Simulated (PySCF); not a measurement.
C8H8.
Geometry (PBE0-D3(BJ)/def2-SVP, Å), atoms numbered from 1 in this order:
```
atom  x, y, z in Å
C1     3.636    0.865   -0.008
C2     3.093   -0.360    0.084
C3     1.705   -0.625    0.206
C4     0.515   -0.872    0.311
C5    -0.863   -1.178    0.435
C6    -1.830   -0.256    0.435
C7    -3.253    0.052    0.509
C8    -2.201    1.149    0.348
H9     3.016    1.766    0.006
H10    4.717    0.991   -0.100
H11    3.751   -1.238    0.067
H12   -1.137   -2.235    0.538
H13   -3.762   -0.035    1.476
H14   -3.889   -0.184   -0.352
H15   -2.122    1.653   -0.623
H16   -1.996    1.799    1.206
```

Method used: PySCF 2.14.0, density-fitted response routines, TDDFT CAM-B3LYP/def2-SVPD, vertical, gas phase, core orbitals frozen in the response.

Transition dipole moments from the ground state, in atomic units and in the frame of the coordinates above (overall signs are arbitrary), for the states with f of 0.002 or more among the lowest 6:

```csv
state,E (eV),μx,μy,μz
S1,4.602,2.335,0.192,-0.167
S6,6.483,0.212,-0.571,0.028
```

Work out the oscillator strengths.

f = (2/3) ΔE |μ|² with ΔE in hartree (27.2114 eV).

```tsv
state	|μ|² (au)	|μ| (D)	f
S1	5.515	5.97	0.622
S6	0.372	1.55	0.059
```

What angle do the transition dipoles of S1 and S6 make?

|cos θ| = |μa·μb| / (|μa| |μb|) = 0.27, so θ ≈ 75° (taken between 0 and 90°, since the signs are arbitrary).

How is the summed strength of these states shared among x, y and z?

(2/3) Σ ΔE μα² gives 0.622 for x, 0.056 for y and 0.003 for z, 0.681 in all.

What peak molar absorption coefficient would the strongest computed level give as a lone Gaussian band 0.5 eV wide at half height?

ε(max) = 2.175×10⁸ f / FWHM, with the width in cm⁻¹. S1: 2.175×10⁸ × 0.6218 / 4033 ≈ 34000 L mol⁻¹ cm⁻¹.

Hardware: an Intel Xeon Platinum 8488C with one thread (shared host). Cost: 70 s, 1.1 GiB resident at most.
